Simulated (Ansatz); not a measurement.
Hg2O2, relaxed as a quintet with UKS PBE0-D4/def2-TZVP in Ansatz, starting from the PBE0-D4/def2-TZVP geometry of the neutral singlet. Force threshold 0.02 eV/Å.

In the def2 sets Hg takes a core potential; there is no spin–orbit coupling. The relaxation made no stability test and no search for a lower SCF solution. At PBE0-D4/def2-TZVP a triplet of charge 0 lies 4.36 eV below the quintet, each at its own geometry. The structure comes from a short search, and lower isomers may exist.

Start:

| atom | x (Å) | y (Å) | z (Å) |
| --- | --- | --- | --- |
| Hg1 | -1.765 | 1.039 | -0.425 |
| Hg2 | 1.764 | -1.039 | 0.425 |
| O3 | -0.422 | -0.661 | 0.135 |
| O4 | 0.422 | 0.661 | -0.135 |

**Question.** Estimate the energy that the relaxation releases and the steps that it takes.

**Answer.** 145.4 kJ/mol, in 17 steps; 20 s on 4 threads of AMD EPYC 9R45 on a shared host. No frequencies were taken in this run, so the end may be a saddle point.

**Question.** Does the start keep its bonding and symmetry?

**Answer.** Bonds lost: Hg2–O3 (atoms count from 1). Point group D2h at the start, Cs at the end, both within 0.05 Å.

**Question.** Predict the relaxed structure.

**Answer.** 
```xyz
4

Hg   -1.5358    1.0285   -0.4023
Hg    1.8101   -0.8916    0.3910
O    -1.1236   -1.1016    0.1873
O     0.8493    0.9647   -0.1760
```
Bond lengths (bridged metal pairs left out): 2 × Hg–O 2.17 to 2.25 Å.
